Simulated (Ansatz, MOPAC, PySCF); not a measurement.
Molecule: NaF, charge 0, multiplicity 1. SMILES: [F][Na]
Geometry from a B3LYP-D3(BJ)/def2-TZVP (Ansatz, a program for electronic structure) optimisation:
```xyz
2

Na     0.0000     0.0000    -0.8672
F      0.0000     0.0000     1.0599
```
Charge 0, spin multiplicity 1.

Unscaled harmonic wavenumbers (cm⁻¹) in rising order, each level at the stationary point that it reaches from this structure (no distance between atoms moves by over 0.3 Å); the order of modes can differ between levels, and a negative number is imaginary. B3LYP-D3(BJ)/def2-TZVP (PySCF, at the structure above): 537.

PM3 (MOPAC): 456. Zero-point energy 0.7 against 0.8 kcal/mol; where all levels lie over 400 cm⁻¹, the wavenumbers are on average 0.849 times those of B3LYP-D3(BJ)/def2-TZVP.

HF/3-21G (Ansatz): 608. Zero-point energy 0.9 against 0.8 kcal/mol; where all levels lie over 400 cm⁻¹, the wavenumbers are on average 1.133 times those of B3LYP-D3(BJ)/def2-TZVP.

HF/6-31G* (Ansatz): 592. Zero-point energy 0.8 against 0.8 kcal/mol; where all levels lie over 400 cm⁻¹, the wavenumbers are on average 1.103 times those of B3LYP-D3(BJ)/def2-TZVP.
